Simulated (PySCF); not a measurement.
# Potential energy of CrI along the bond

Set-up: PySCF, spin-free X2C with a Gaussian nucleus, basis sets Cr x2c-TZVPPall, I x2c-TZVPPall. Energies in eV from Cr (3d5 4s1) + I in their ground configurations at the same level. State: ⁶Σ⁺ (sextet), unpaired electrons σ ↑, π ↑↑, δ ↑↑.

```tsv
R (Å)	M06-2X	BHandHLYP
2.193	-2.288	-1.795
2.295	-2.819	-2.333
2.397	-3.121	-2.635
2.474	-3.239	-2.751
2.550	-3.288	-2.799
2.627	-3.284	-2.794
2.728	-3.219	-2.730
2.856	-3.072	-2.588
3.009	-2.838	-2.366
3.213	-2.484	-2.034
```

Put a parabola through the three lowest points of the M06-2X curve and estimate Re, k and ωe (reduced mass 36.86 u; 1 eV/Å² = 0.16022 mdyn/Å; ωe = 1302.8·√(k/μ) cm⁻¹).

Through R = 2.474, 2.55, 2.627 Å the second-order coefficient is 4.55 eV/Å², so Re ≈ 2.583 Å, k ≈ 1.46 mdyn/Å and ωe ≈ 259 cm⁻¹. A polynomial fit of higher order to the unrounded M06-2X energies gives Re = 2.581 Å, k = 1.28 mdyn/Å, ωe = 243 cm⁻¹; anharmonicity and rounding make the difference.

The higher-order fit for each curve: M06-2X: Re = 2.581 Å, ωe = 243 cm⁻¹, De = 3.29 eV; BHandHLYP: Re = 2.580 Å, ωe = 241 cm⁻¹, De = 2.80 eV.

The metal atom is held in its measured ground configuration; semilocal functionals can put another filling of s and d lower by some tenths of an eV, and De to that atom would be smaller. Spin–orbit coupling is left out, which matters for elements this heavy, above all for dissociation energies. With d or f electrons several states lie close, and the lowest PBE0 determinant need not be the measured ground state.
